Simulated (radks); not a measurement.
Initial-state core-level shifts of the platinum ion Pt3+ when its valence configuration changes from [Xe] 4f14 5d7. Method: scalar-relativistic Kohn-Sham, SCAN, spin-polarised, spherical densities, finite nucleus; open shells are filled with parallel spins first (spin-orbit coupling, left out, can overturn this in heavy ions); meta-GGA in the generalised Kohn-Sham scheme; Fermi nuclear charge, rms radius 5.427 fm; computed with a radial shooting solver on a logarithmic mesh with Libxc functionals. Shifts are changes of the shell-averaged eigenvalues in eV (positive: less bound); the change of the density at the nucleus, which sets a Mossbauer isomer shift, is in e/bohr^3, on a base of 2.116e+06.

valence                1s       3p       3d       5p  density at nucleus
4f13.5 5d7 6p0.5   -9.131  -10.627  -10.564   -4.452               +74.3
4f13 5d7 6p1      -18.440  -21.475  -21.351   -8.902              +150.7
4f14 5d5 6p2      -11.311  -11.500  -11.553   -9.959               +34.0
4f14 5d4 6s1 6p2  -15.874  -16.148  -16.240  -13.455              +313.6
4f14 5d6.5 6s0.5   -2.079   -2.132   -2.146   -1.754              +119.6
4f13 5d8          -12.542  -15.479  -15.330   -3.751              +129.7
4f14 5d5 6s2       -8.438   -8.627   -8.682   -6.875              +490.6
4f14 5d6 6p1       -5.683   -5.778   -5.802   -5.027               +17.9
4f13 5d7 6s1      -16.883  -19.929  -19.808   -7.346              +374.7
